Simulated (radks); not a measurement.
The numbers below are computed, except where a source is named.
Dy59+, 7 electrons, occupied as [He] 2s2 2p3.

Code: a radial shooting solver on a logarithmic mesh with Libxc functionals. Model: scalar-relativistic Kohn-Sham, PBEsol, spin-polarised, spherical densities, finite nucleus; open shells are filled with parallel spins first (spin-orbit coupling, left out, can overturn this in heavy ions); Fermi nuclear charge, rms radius 5.2218 fm.

Energy parts (hartree):
total: -7202.5849
kinetic: 8021.4561
electron-nucleus: -15524.3732
Hartree: 386.4408
exchange-correlation: -86.1086

Orbitals (lengths in bohr, moments of r in powers of bohr):
orbital  occ.  eigenvalue (hartree)      <r^2>  <1/r>
1s up       1             -2182.928  0.0006069  74.63
1s down     1             -2181.115  0.0006059  74.69
2s up       1             -515.8014   0.008871  17.98
2s down     1             -512.7973   0.008917  17.92
2p up       3             -483.1383   0.007027  16.67
2p down     0             -479.5525   0.007078  16.63
3s up       0             -217.9499    0.04725  7.558
3s down     0             -217.1272    0.04751  7.535
3p up       0             -208.1816    0.04458  7.168
3p down     0             -207.2567    0.04490  7.148

The highest occupied level is 2p up at -13146.9 eV. Summed over all electrons, <r^2> = 0.04008 bohr^2, which gives a Langevin (diamagnetic) susceptibility term of -0.0317 x 10^-6 cm^3/mol. The electron density at the nucleus is 7.616e+05 e/bohr^3 (large components only).
